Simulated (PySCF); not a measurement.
phosphoric acid (H3O4P), SMILES O=P(O)(O)O. Heavy atoms are numbered as in [OH:1][P:2](=[O:3])([OH:4])[OH:5]. Hydrogens are named by the atom that carries them.

Coordinates come from a TPSSh-D3(BJ)/def2-SVP optimisation. Other conformers were not sampled.

All values below come from PBE/pcSseg-1 (PySCF).

GIAO shieldings, no solvent; atoms alike by connectivity are averaged. δ = σ(ref) − σ: ¹⁷O against H2O (σ = 334.3 ppm); ³¹P against PH3 (σ = 576.8 ppm); ¹H against TMS (σ = 31.49 ppm), references at their B3LYP-D3(BJ)/def2-TZVP geometries, non-relativistic.

```
nucleus    atoms  count  δ (ppm)
-------  -------  -----  -------
¹⁷O           O3      1    188.9
¹⁷O      O1 (OH)      3    121.0
³¹P           P2      1    285.9
¹H       H on O1      3     3.20
```
